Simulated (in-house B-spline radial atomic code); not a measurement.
Zn. Computed with a B-spline radial atomic code. Model: non-relativistic spherical atom: semilocal Troullier-Martins pseudo-atom, one channel per l, against all electrons, high spin, G0W0 and RPA with empty states to l = 8, local potential for every l without a channel, a model core (radius 0 = none) keeps its share of the functional.

The core holds an angular momentum without a channel of its own, so the local potential lets valence electrons into it.

What the tables leave out is listed at the end.

The pseudopotential gives back the lowest level of each angular momentum of its own functional in the configuration it was made in; a second state of the same l is only approximately right. Exact exchange, RPA and GW see the smooth pseudo-orbitals and miss the exchange with the core, for which the functional's share stands in. The column with an uncorrelated core keeps all orbitals and exact exchange, and so separates missing core correlation from pseudisation. Only the three outermost levels and the lowest empty one were computed. RPA here is direct RPA, with no exchange kernel, and its energies carry an (l + 1/2)⁻⁴ tail. A hybrid on a potential with a model core restores only its own semilocal share of the core's exchange.

Command:
```bash
python run_psgw.py task.json out
```
Settings (lengths in bohr, energies in hartree):
```
Z                      30
electrons              30
configuration          [Ar] 3d10 4s2
generated_in           [Ar] 3d10 4s2
functional             pbe,pbe
core_shells            6
radius_factor          1
core_correction        True
ion_configuration      [Ar] 3d10 4s1
```

Cost of the run: 51 s on 1 thread of Arm Neoverse N1, with other jobs on the host.

Given: made with PBE; model core radius 1.863 bohr; local radius 2.282 bohr; mean-field start PBE.

Valence shells of the generating configuration: 4s.

Channel: s 2.143, p 3.07 (radii in bohr).

Computed: largest level miss in the spin-unpolarised generating configuration 0 eV; valence RPA correlation energy all-electron orbitals -0.068614 hartree; valence RPA correlation energy pseudo -0.07442 hartree; pseudo-atom RPA polarisability 31.633 bohr³; ionisation by mean-field all-electron 9.377 eV; ionisation by RPA all-electron 9.5492 eV; ionisation by RPA pseudo minus all 0.51 eV.

| level | occupied | mean-field all-electron (eV) | mean-field pseudo minus all (eV) | G0W0 all-electron (eV) | G0W0 uncorrelated core minus all (eV) | G0W0 pseudo minus all (eV) | exchange self-energy all-electron (eV) | exchange self-energy pseudo (eV) |
| --- | --- | --- | --- | --- | --- | --- | --- | --- |
| 4s | 1 | -5.8255 | 0 | -9.2023 | 0.507 | 0.124 | -11.76 | -9.1244 |

(1) What is the all-electron RPA polarisability, core included?

(2) What is the ionisation by mean-field pseudo minus all?

Given: mean-field start PBE0.

Computed: valence RPA correlation energy all-electron orbitals -0.059233 hartree; valence RPA correlation energy pseudo -0.063839 hartree; all-electron RPA polarisability, core included 28.852 bohr³; ionisation by mean-field all-electron 9.0695 eV; ionisation by RPA all-electron 9.3734 eV; ionisation by RPA pseudo minus all 0.04 eV.

```csv
level,occupied,mean-field all-electron (eV),mean-field pseudo minus all (eV),G0W0 all-electron (eV),G0W0 uncorrelated core minus all (eV),G0W0 pseudo minus all (eV),exchange self-energy all-electron (eV),exchange self-energy pseudo (eV)
4s,1,-6.5448,0.099,-9.2353,0.517,0.296,-11.482,-8.9025
```

(3) What is the ionisation by mean-field pseudo minus all?

(4) What is the pseudo-atom RPA polarisability?

Results:

(1) 32.071 bohr³.

(2) 0.11 eV.

(3) -0.04 eV.

(4) 29.61 bohr³.

Among the listed levels the largest G0W0 shift of the pseudo-atom is +0.30 eV, for 4s on the PBE0 start, while leaving the core uncorrelated moves that level by +0.52 eV. The rest, -0.22 eV, comes from pseudisation and the lost core exchange. Not in the tables (levels of low weight, unsolved or above zero; the highest and the empty levels are kept at any weight): on PBE the G0W0 levels 4p (pseudo minus all -0.05 eV, weights 0.90 and 0.91); on PBE0 the G0W0 levels 4p (pseudo minus all -0.04 eV, weights 0.93 and 0.94); no Hartree-Fock pseudo-atom is run with a model core.
